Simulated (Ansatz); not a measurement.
Two structures, one formula

The two ends of one reaction step of BAsNH$_{7}$, singlet (PBE0-D4/def2-TZVP).

A:

| atom | x (Å) | y (Å) | z (Å) |
| --- | --- | --- | --- |
| B1 | 0.3267 | -0.0895 | -0.8209 |
| N2 | -0.4474 | 1.0204 | 0.0768 |
| H3 | 1.3849 | 0.4017 | -1.1347 |
| H4 | -0.3909 | -0.3290 | -1.7629 |
| H5 | -1.3427 | 0.6564 | 0.3909 |
| As6 | 0.6281 | -1.7962 | 0.3153 |
| H7 | -0.6133 | 1.8812 | -0.4398 |
| H8 | 0.0960 | 1.2429 | 0.9061 |
| H9 | -0.7878 | -1.8928 | 0.8935 |
| H10 | 1.1464 | -1.0952 | 1.5756 |

B:

| atom | x (Å) | y (Å) | z (Å) |
| --- | --- | --- | --- |
| B1 | 0.3841 | 0.8320 | -1.4332 |
| N2 | -0.4788 | 1.4381 | -0.5318 |
| H3 | 1.5588 | 1.0400 | -1.3404 |
| H4 | -0.0705 | 0.1241 | -2.2842 |
| H5 | 0.5686 | -0.6449 | 2.0114 |
| As6 | 0.4055 | -1.7258 | 0.9536 |
| H7 | -1.4770 | 1.3163 | -0.5566 |
| H8 | -0.1674 | 2.0519 | 0.2018 |
| H9 | -1.1103 | -1.6007 | 0.9760 |
| H10 | 0.3871 | -2.8312 | 2.0034 |

Ansatz 0.2.0; basis: def2-TZVPP; cores frozen in the correlated methods. Filled d shells of the heavier atoms are correlated. The def2 sets are not built for correlating such inner shells, so the correlated values are less sure here. B3LYP uses VWN-RPA correlation.

Task: Which structure is lower at CCSD(T), and by how much? (Judge from chemistry; the value comes from the calculation.)

Result: By the calculation: A, by 0.034 eV (electronic energy, against the other); a gap this small isn't resolved in one triple-zeta basis. By their contacts, A is BAsNH₇ ([NH3][BH2][AsH2]) and B is a complex of BNH₄ ([BH2][NH2]) + AsH₃.

Task: Do the other methods give the same order? (Judge from chemistry; the calculation decides.)

Result: Computed: Not all: BLYP-D4, B97M-V, B3LYP-D4, BHLYP-D4, CAM-B3LYP-D4, wB97M-V, B2PLYP, RPA on PBE, HF, CCSD give the other order.

```json
{"method": "SPW92", "E(B) − E(A) (eV)": "0.382"}
{"method": "PBE-D4", "E(B) − E(A) (eV)": "0.122"}
{"method": "BLYP-D4", "E(B) − E(A) (eV)": "-0.156"}
{"method": "r2SCAN-D4", "E(B) − E(A) (eV)": "0.070"}
{"method": "B97M-V", "E(B) − E(A) (eV)": "-0.028"}
{"method": "PBE0-D4", "E(B) − E(A) (eV)": "0.157"}
{"method": "B3LYP-D4", "E(B) − E(A) (eV)": "-0.109"}
{"method": "r2SCAN0-D4", "E(B) − E(A) (eV)": "0.110"}
{"method": "BHLYP-D4", "E(B) − E(A) (eV)": "-0.099"}
{"method": "CAM-B3LYP-D4", "E(B) − E(A) (eV)": "-0.088"}
{"method": "wB97X-V", "E(B) − E(A) (eV)": "0.020"}
{"method": "wB97M-V", "E(B) − E(A) (eV)": "-0.003"}
{"method": "B2PLYP", "E(B) − E(A) (eV)": "-0.077"}
{"method": "PBE-QIDH", "E(B) − E(A) (eV)": "0.170"}
{"method": "RPA on PBE", "E(B) − E(A) (eV)": "-0.047"}
{"method": "HF", "E(B) − E(A) (eV)": "-0.381"}
{"method": "MP2", "E(B) − E(A) (eV)": "0.110"}
{"method": "CCSD", "E(B) − E(A) (eV)": "-0.012"}
{"method": "CCSD(T)", "E(B) − E(A) (eV)": "0.034"}
```

No T1 diagnostic of these runs exceeds 0.012.

Labels in which every atom is bracketed show which atoms are joined, not bond orders.

For scale, one of the runs: CCSD(T)/def2-TZVPP, 208 basis functions, launched by `ansatz run in.yaml --threads 4 --pin off --events-out ev --progress --plain --max-ram 9574MiB`. Time: 63 s of wall clock on 4 CPU threads of an Arm Neoverse V2; the host was shared. Peak host memory: 2.9 GiB.
